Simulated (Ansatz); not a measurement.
The first iterations of a band of Cl2FHSi (5 atoms, charge 0, multiplicity 1).

All numbers below come from RKS B3LYP/def2-mTZVP (Ansatz 0.2.0).

```
movable images  : 7
climbing image  : yes
spring          : 5.0 eV/Å²
optimiser       : quadratic models (default)
start path      : through a guess of the saddle point
force threshold : 0.05 eV/Å
iteration limit : 60
end points      : relaxed
```

Image 0:

```xyz
5
Properties=species:S:1:pos:R:3
Si 0.185 0.027 0.254
H -0.081 -0.002 1.690
Cl 2.203 0.029 -0.094
Cl -0.696 1.666 -0.599
F -0.435 -1.279 -0.420
```

Image 8:

```xyz
5
Properties=species:S:1:pos:R:3
Si -1.147 0.025 -0.084
H 1.874 -0.172 2.313
Cl 2.110 0.047 1.055
Cl -0.921 1.707 -1.352
F -0.741 -1.168 -1.101
```

| iteration | highest image above the first end (eV) | largest band force component (eV/Å) |
| --- | --- | --- |
| 1 | 4.263 | 5.887 |
| 2 | 3.410 | 2.619 |
| 3 | 3.228 | 1.552 |
| 4 | 3.066 | 1.767 |

Task: Does the band converge within its limit, and where does its top end?

Result: The forces met the threshold. It ended after 13 iterations with the highest image 3.050 eV above the first end. Neighbouring images differ by up to 1.6 eV, so the band resolves the path poorly. A vibrational analysis at the climbing image gives one clearly imaginary mode, 967i cm⁻¹: a first-order saddle point. The orbitals stay closed-shell, which can raise the energy where a bond breaks towards radicals; this wasn't checked here.

Run time: 2.6 min on 2 threads of Arm Neoverse V1, with other jobs on the host, peak memory 0.17 GiB.
